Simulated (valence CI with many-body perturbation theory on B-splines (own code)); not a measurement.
## The 6-electron sequence from C to Ca14+

Computed by configuration interaction combined with many-body perturbation theory (CI+MBPT): four valence electrons over a frozen Dirac-Fock core [He], a basis of 11 s, 11 p, 9 d, 7 f, 5 g, 2 h, 1 i functions for each j, with the one-electron correlation potential Σ1, the two-electron term Σ2, the three-electron term Σ3, Breit, model QED; selected CI, second order for the rest, scaled by the run's own slope (own B-spline code, finite nucleus). Basis and details of the method differ along the sequence, and some ions are missing.

Excitation energies in eV above the lowest level of each ion. Labels name the leading LS component, so a column can jump where levels mix; a blank means that no level of the computed list carries the label, and where several do, the lowest of them is shown. The ionisation energies from NIST are mostly theoretical or semi-empirical. By estimate, excited configurations hold to about 0.1 % in light ions and 0.5 % in heavy ones, terms of the ground configuration to 0.5 to 2 %, and small fine-structure intervals to 10 cm⁻¹ or more; near the neutral end and where shells cross, configurations can be misplaced by 0.1 to 0.6 eV.

| Ion | Lowest level | IE (eV) | IE, NIST (eV) | 2s2.2p2 3P_1 | 2s2.2p2 3P_2 | 2s2.2p2 1D_2 | 2s.2p3 3D°_2 | 2s.2p3 3D°_1 | 2s.2p3 3P°_1 | 2s.2p3 1D°_2 |
| --- | --- | --- | --- | --- | --- | --- | --- | --- | --- | --- |
| C | 2s2.2p2 3P_0 | 11.254 | 11.2603 | 0.002322 | 0.006921 | 1.271 | 7.948 | 7.947 |  |  |
| N+ | 2s2.2p2 3P_0 | 29.592 | 29.6013 | 0.006024 | 0.01639 | 1.907 | 11.44 | 11.44 | 13.55 | 17.89 |
| O2+ | 2s2.2p2 3P_0 | 54.924 | 54.9355 | 0.01403 | 0.03795 | 2.523 | 14.89 | 14.89 | 17.67 | 23.21 |
| F3+ | 2s2.2p2 3P_0 | 87.163 | 87.175 ± 0.017 | 0.02812 | 0.07608 | 3.140 | 18.34 | 18.34 | 21.74 | 28.40 |
| Ne4+ | 2s2.2p2 3P_0 | 126.27 | 126.247 | 0.05101 | 0.1375 | 3.768 | 21.81 | 21.82 | 25.82 | 33.57 |
| Mg6+ | 2s2.2p2 3P_0 | 225.04 | 225.02 ± 0.06 | 0.1379 | 0.3628 | 5.091 | 28.89 | 28.90 | 34.10 | 43.97 |
| Al7+ | 2s2.2p2 3P_0 | 284.69 | 284.64 ± 0.07 | 0.2118 | 0.5468 | 5.807 | 32.52 | 32.53 | 38.33 | 49.26 |
| Si8+ | 2s2.2p2 3P_0 | 351.2 | 351.28 ± 0.06 | 0.3149 | 0.7944 | 6.576 | 36.25 | 36.26 | 42.67 | 54.64 |
| P9+ | 2s2.2p2 3P_0 | 424.56 | 424.4 ± 0.09 | 0.4558 | 1.119 | 7.414 | 40.07 | 40.10 | 47.12 | 60.13 |
| S10+ | 2s2.2p2 3P_0 | 504.79 | 504.55 ± 0.12 | 0.6450 | 1.535 | 8.339 | 44.03 | 44.06 | 51.72 | 65.77 |
| Cl11+ | 2s2.2p2 3P_0 | 591.9 | 591.58 ± 0.19 | 0.8953 | 2.059 | 9.378 | 48.13 | 48.18 | 56.50 | 71.59 |
| Ar12+ | 2s2.2p2 3P_0 | 685.9 | 685.5 ± 0.3 | 1.222 | 2.708 | 10.56 | 52.41 | 52.48 | 61.49 | 77.63 |
| K13+ | 2s2.2p2 3P_0 | 786.82 | 786.3 ± 0.3 | 1.642 | 3.500 | 11.91 | 56.88 | 56.97 | 66.73 | 83.92 |
| Ca14+ | 2s2.2p2 3P_0 | 894.68 | 894 ± 0.4 | 2.176 | 4.453 | 13.48 | 61.59 | 61.70 | 72.28 | 90.52 |

**Question.** Does the computed ground configuration or its J change in this range?

**Answer.** No, it stays 2s2.2p2 with J = 0; its leading component is 94 % 3P at the start and 96 % 3P at the end, where the leading jj configuration holds 80 %.

Shares of the ionisation energy in eV, for some of the ions:

| Ion | Σ1 | Σ2 | Σ3 | Breit | QED |
| --- | --- | --- | --- | --- | --- |
| C | 0.0553 | -0.0101 | -0.00646 | -0.000497 | 0.000335 |
| O2+ | 0.127 | -0.0182 | -0.0177 | -0.00576 | 0.00107 |
| Ne4+ | 0.173 | -0.0196 | -0.0282 | -0.0192 | 0.00221 |
| Al7+ | 0.214 | -0.0178 | -0.0416 | -0.0637 | 0.00478 |
| P9+ | 0.236 | -0.0165 | -0.0487 | -0.117 | 0.00713 |
| Cl11+ | 0.251 | -0.0155 | -0.0546 | -0.195 | 0.0101 |
| K13+ | 0.265 | -0.0150 | -0.0593 | -0.305 | 0.0140 |
